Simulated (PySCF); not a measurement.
Estimate the missing entries of this data sheet.

Species: C9H11Cl.
Structure used (GFN2-xTB), in Å, numbered top down from 1:
```
atom  x, y, z in Å
C1     3.521    0.168   -0.633
C2     2.381   -0.113   -0.401
C3     1.007   -0.446   -0.121
C4     0.358    0.452    0.964
C5    -0.919   -0.195    1.489
C6    -1.587   -1.054    0.404
C7    -1.354   -0.499   -1.009
C8    -0.002    0.199   -1.105
C9     0.035    1.420   -0.179
Cl10  -1.400    2.451   -0.053
H11    4.523    0.405   -0.837
H12    0.916   -1.522    0.027
H13    0.992    0.826    1.767
H14   -0.691   -0.817    2.357
H15   -1.595    0.597    1.816
H16   -1.184   -2.068    0.457
H17   -2.656   -1.129    0.600
H18   -2.131    0.223   -1.266
H19   -1.406   -1.314   -1.734
H20    0.313    0.350   -2.137
H21    0.872    2.081   -0.406
```

```json
{"property": "point group of the GFN2-xTB geometry", "level": "GFN2-xTB", "value": "?"}
{"property": "rotational constants A, B, C of the GFN2-xTB geometry", "level": "GFN2-xTB", "value": "?"}
{"property": "dipole moment", "level": "PBE0/pcSseg-1", "value": "?"}
{"property": "HOMO energy", "level": "PBE0/pcSseg-1", "value": "-7.70 eV"}
{"property": "LUMO energy", "level": "PBE0/pcSseg-1", "value": "?"}
{"property": "13C chemical shifts (computed TMS as zero) by class", "level": "GIAO PBE0/pcSseg-1", "value": "?"}
{"property": "1H chemical shifts (computed TMS as zero) by class", "level": "GIAO PBE0/pcSseg-1", "value": "?"}
{"property": "isotropic shieldings of nuclei other than C and H, by class", "level": "GIAO PBE0/pcSseg-1", "value": "?"}
```

Electronic properties: PySCF, gas phase, density fitting.

Question: Give the dipole moment.

Answer: 1.55 D.

Question: The 1H chemical shifts (computed TMS as zero) by class?

Answer: 4.91 (H21), 2.79 (H12), 2.41 (H13/H20), 2.36 (H15/H18), 1.75 (H14/H19), 1.64 (H16), 1.56 (H11), 1.46 (H17) ppm.

Question: What are the 13C chemical shifts (computed TMS as zero) by class?

Answer: 91.6 (C2), 76.3 (C1), 65.5 (C9), 48.8 (C4/C8), 25.7 (C5/C7), 25.2 (C3), 17.8 (C6) ppm.

Question: Give the rotational constants A, B, C of the GFN2-xTB geometry.

Answer: 1.726, 0.968, 0.790 GHz.

Question: Give the LUMO energy.

Answer: 0.88 eV.

Question: What is the point group of the GFN2-xTB geometry?

Answer: Cs.

Question: What are the isotropic shieldings of nuclei other than C and H, by class?

Answer: 866 (Cl10) ppm.

The rotational constants make it an asymmetric top with κ = (2B − A − C)/(A − C) = -0.62, nearer the prolate limit (−1). The dipole equals about 5.2 × 10⁻³⁰ C·m (1 D = 3.33564 × 10⁻³⁰ C·m). With B = h/(8π²I), that is 505.379 GHz u Å² over I, the principal moments of inertia are 292.8, 522.3 and 639.5 u Å² (most abundant isotopes).

For the NMR shielding job (PBE0/pcSseg-1), on one thread, Arm Neoverse V2, shared host, this took 71 s of wall time.
